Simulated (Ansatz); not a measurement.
Basis-set extrapolation for CH$_{6}$FNOSi, SMILES `N[SiH](F)CO` (PBE0-D4/def2-TZVP geometry, frozen core, Ansatz). Multiplicity 1, RHF reference.

|  | def2-TZVPP | def2-QZVPP |
| --- | --- | --- |
| HF | -559.276402 | -559.299083 |
| MP2 correlation | -0.998044 | -1.079029 |
| CCSD(T) correlation | -1.064795 | not run |

Energies in hartree. Use E(X) = E(∞) + A·exp(−7.88·√X) for Hartree–Fock and E(X) = E(∞) + B·X^(−2.97) for correlation, with X = 3 and 4, and add CCSD(T) minus MP2 of the smaller set to the MP2 limit.

Problem. What is the CCSD(T) energy at the basis-set limit?

Solution. HF limit: -559.299083 + (-0.022681) × 0.13774 = -559.30221. MP2 limit: -1.079029 + (-0.080985) × 0.74074 = -1.13902. Higher-order term: -1.064795 − (-0.998044) = -0.06675. Total: -560.50798 hartree, 4.54 eV below CCSD(T)/def2-TZVPP.
